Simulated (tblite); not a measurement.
Record of a relaxation.

C3H6ClO2Si (doublet state).
SMILES with atom numbers: `[CH2:1]=[CH:2][O:3][Si:4]([Cl:5])[O:6][CH3:7]` (hydrogens: H8, H9 on C1; H10 on C2; H11, H12, H13 on C7)
Bond orders are those of one Lewis drawing.

Computed with GFN2-xTB (tblite), gas phase: L-BFGS steps from a force-field or distance-geometry start until the largest atomic force falls under 0.01 eV/Å. 9 of its 125 geometries are shown.

Step 0: E = -650.2825 eV, largest atomic force 3.002 eV/Å
```
atom  x, y, z in Å  |  force x, y, z in eV/Å
C1     -2.743    0.712   -0.044   -0.879   0.696  -0.007
C2     -2.287   -0.519   -0.047    1.625  -0.315   0.251
O3     -0.922   -0.835    0.038   -0.294   0.767  -0.445
Si4     0.334   -0.123   -0.847   -0.829  -1.897  -1.403
Cl5     0.334    1.883   -1.103    0.271   0.011   0.547
O6      1.801   -0.933   -0.841   -2.044   1.299   0.573
C7      2.833   -0.379   -0.123    2.278  -1.316   1.445
H8     -3.837    0.819   -0.099    0.837   0.297   0.060
H9     -2.100    1.589    0.009   -0.476  -0.394  -0.054
H10    -2.978   -1.350   -0.086    0.525  -0.257   0.031
H11     3.156    0.597   -0.462   -0.301   0.367   0.015
H12     2.688   -0.407    0.995   -0.206   0.357  -0.936
H13     3.719   -1.054   -0.268   -0.506   0.386  -0.076
```

Step 16: E = -651.0732 eV, largest atomic force 0.190 eV/Å
```
atom  x, y, z in Å  |  force x, y, z in eV/Å
C1     -2.763    0.708   -0.034    0.046  -0.041   0.018
C2     -2.201   -0.490   -0.084   -0.022  -0.003   0.106
O3     -0.875   -0.732   -0.184   -0.111   0.051  -0.091
Si4     0.316   -0.173   -1.142   -0.096  -0.040   0.042
Cl5     0.441    1.862   -1.024    0.120   0.000   0.000
O6      1.642   -0.922   -0.610   -0.028   0.055   0.032
C7      2.828   -0.412   -0.053   -0.130   0.038  -0.035
H8     -3.829    0.821    0.052    0.105  -0.050   0.044
H9     -2.171    1.607   -0.068   -0.064  -0.048  -0.091
H10    -2.770   -1.410   -0.001   -0.022   0.042  -0.050
H11     3.024    0.591   -0.441    0.151  -0.079  -0.004
H12     2.720   -0.347    1.033    0.086  -0.092  -0.055
H13     3.632   -1.101   -0.323   -0.035   0.167   0.083
```

Step 31: E = -651.0993 eV, largest atomic force 0.046 eV/Å
```
atom  x, y, z in Å  |  force x, y, z in eV/Å
C1     -2.781    0.694   -0.034    0.007   0.003   0.012
C2     -2.217   -0.501   -0.098    0.009   0.002  -0.009
O3     -0.912   -0.740   -0.307    0.010  -0.005  -0.013
Si4     0.325   -0.142   -1.171   -0.014   0.031   0.016
Cl5     0.579    1.883   -1.016   -0.033  -0.026   0.019
O6      1.601   -0.902   -0.537    0.014   0.015   0.018
C7      2.815   -0.407   -0.042    0.025   0.002   0.011
H8     -3.827    0.795    0.176   -0.042   0.003  -0.012
H9     -2.213    1.595   -0.175    0.015   0.022  -0.028
H10    -2.777   -1.417    0.045   -0.006  -0.012   0.017
H11     3.032    0.590   -0.430    0.004  -0.022  -0.021
H12     2.765   -0.353    1.048    0.013  -0.032  -0.009
H13     3.607   -1.095   -0.337    0.000   0.019  -0.002
```

Step 46: E = -651.1144 eV, largest atomic force 0.101 eV/Å
```
atom  x, y, z in Å  |  force x, y, z in eV/Å
C1     -2.803    0.697   -0.129    0.006  -0.017  -0.009
C2     -2.223   -0.492   -0.105   -0.009  -0.026   0.020
O3     -0.946   -0.788   -0.403   -0.005   0.048   0.022
Si4     0.337   -0.088   -1.102    0.025   0.006   0.004
Cl5     0.452    1.927   -0.788    0.051   0.033   0.013
O6      1.567   -0.841   -0.365   -0.028   0.031   0.021
C7      2.866   -0.429   -0.052   -0.023  -0.015   0.005
H8     -3.827    0.792    0.181    0.002   0.020  -0.058
H9     -2.298    1.595   -0.440    0.022  -0.095   0.025
H10    -2.764   -1.383    0.197    0.002   0.013   0.008
H11     3.079    0.574   -0.422   -0.022   0.031  -0.045
H12     2.977   -0.432    1.033    0.008  -0.020   0.035
H13     3.580   -1.133   -0.484   -0.029  -0.009  -0.042
```

Step 62: E = -651.1536 eV, largest atomic force 0.166 eV/Å
```
atom  x, y, z in Å  |  force x, y, z in eV/Å
C1     -2.825    0.637   -0.345   -0.007  -0.067  -0.033
C2     -2.240   -0.505   -0.036    0.062   0.019   0.067
O3     -0.928   -0.765   -0.165   -0.041   0.002   0.038
Si4     0.310    0.064   -0.805    0.150  -0.026  -0.029
Cl5     0.333    2.070   -0.378    0.047  -0.063   0.025
O6      1.528   -0.676   -0.030   -0.020   0.071  -0.081
C7      2.901   -0.459   -0.128    0.055  -0.017   0.065
H8     -3.871    0.790   -0.181   -0.083  -0.003  -0.027
H9     -2.253    1.434   -0.777   -0.077   0.145  -0.026
H10    -2.771   -1.348    0.384   -0.029  -0.044   0.023
H11     3.140    0.561   -0.439   -0.061  -0.040  -0.019
H12     3.332   -0.636    0.858    0.028  -0.014   0.033
H13     3.340   -1.166   -0.836   -0.025   0.037  -0.037
```

Step 78: E = -651.1787 eV, largest atomic force 0.078 eV/Å
```
atom  x, y, z in Å  |  force x, y, z in eV/Å
C1     -2.883    0.608   -0.425   -0.009  -0.064  -0.020
C2     -2.249   -0.463    0.020    0.028   0.041   0.018
O3     -0.918   -0.649    0.029   -0.005   0.007   0.004
Si4     0.327    0.094   -0.699    0.006   0.006  -0.010
Cl5     0.463    2.091   -0.281   -0.008   0.012   0.004
O6      1.555   -0.683    0.019   -0.048  -0.056  -0.026
C7      2.922   -0.482   -0.160    0.032   0.012   0.042
H8     -3.954    0.660   -0.387   -0.014   0.020   0.021
H9     -2.358    1.445   -0.848    0.008  -0.014  -0.010
H10    -2.769   -1.313    0.446   -0.001   0.010  -0.003
H11     3.140    0.558   -0.409    0.045   0.029   0.002
H12     3.424   -0.740    0.775   -0.016  -0.011  -0.026
H13     3.296   -1.126   -0.959   -0.017   0.007   0.005
```

Step 93: E = -651.1870 eV, largest atomic force 0.072 eV/Å
```
atom  x, y, z in Å  |  force x, y, z in eV/Å
C1     -2.922    0.558   -0.491    0.011   0.000  -0.038
C2     -2.236   -0.418    0.075   -0.005  -0.011  -0.015
O3     -0.901   -0.557    0.077   -0.015  -0.028  -0.003
Si4     0.329    0.176   -0.687    0.017  -0.027  -0.012
Cl5     0.520    2.145   -0.172    0.006  -0.011   0.010
O6      1.547   -0.695   -0.069    0.018   0.009   0.039
C7      2.924   -0.505   -0.173    0.012  -0.022  -0.027
H8     -3.993    0.588   -0.425    0.004  -0.014  -0.003
H9     -2.436    1.342   -1.043    0.019   0.005   0.034
H10    -2.715   -1.232    0.609   -0.002   0.038   0.034
H11     3.174    0.552   -0.274    0.019   0.003  -0.012
H12     3.395   -0.900    0.729   -0.071   0.007   0.007
H13     3.310   -1.054   -1.036   -0.014   0.052  -0.013
```

Step 108: E = -651.1920 eV, largest atomic force 0.041 eV/Å
```
atom  x, y, z in Å  |  force x, y, z in eV/Å
C1     -2.913    0.501   -0.582   -0.003   0.014  -0.012
C2     -2.233   -0.384    0.123    0.009  -0.032   0.020
O3     -0.899   -0.521    0.153    0.002  -0.003   0.006
Si4     0.323    0.231   -0.611    0.004  -0.014  -0.016
Cl5     0.515    2.175   -0.011    0.002  -0.005  -0.002
O6      1.544   -0.666   -0.038    0.002  -0.004   0.007
C7      2.919   -0.513   -0.202   -0.004   0.018  -0.010
H8     -3.985    0.531   -0.538   -0.003   0.009  -0.001
H9     -2.416    1.207   -1.222    0.007   0.011  -0.006
H10    -2.716   -1.111    0.764   -0.009   0.005   0.007
H11     3.213    0.537   -0.179   -0.023   0.032   0.012
H12     3.409   -1.041    0.617    0.007  -0.021  -0.007
H13     3.234   -0.947   -1.154    0.009  -0.012   0.003
```

Step 124: E = -651.1962 eV, largest atomic force 0.009 eV/Å
```
atom  x, y, z in Å  |  force x, y, z in eV/Å
C1     -2.890    0.516   -0.577    0.002  -0.003   0.001
C2     -2.241   -0.381    0.141   -0.002   0.001  -0.001
O3     -0.912   -0.575    0.155    0.001  -0.001   0.000
Si4     0.308    0.150   -0.639    0.002   0.000   0.000
Cl5     0.531    2.099   -0.063   -0.002   0.002  -0.006
O6      1.543   -0.739   -0.081    0.000   0.005   0.001
C7      2.909   -0.488   -0.197   -0.005  -0.005   0.006
H8     -3.958    0.600   -0.520   -0.001   0.001   0.000
H9     -2.369    1.179   -1.245   -0.002   0.001   0.003
H10    -2.746   -1.066    0.811    0.002   0.000  -0.001
H11     3.130    0.576   -0.080    0.003  -0.001   0.002
H12     3.417   -1.051    0.586    0.000  -0.003  -0.004
H13     3.272   -0.819   -1.172    0.001   0.004   0.000
```

Task: Summarise the path.

Result: The energy falls by 21.07 kcal/mol from step 0 to step 124; nine tenths of that is first reached at step 40. It rises by more than 0.2 meV at step 53. The largest force goes from 3.002 to 0.009 eV/Å. Among the bonds O3–Si4 changes most, from 1.694 to 1.626 Å; the atoms move by 0.774 Å rms after alignment.

The cost below is that of the whole relaxation. On one thread, Arm Neoverse V2 (aarch64), shared host with 32 logical CPUs at a one-minute load of 9.3, this took 0.69 s wall.
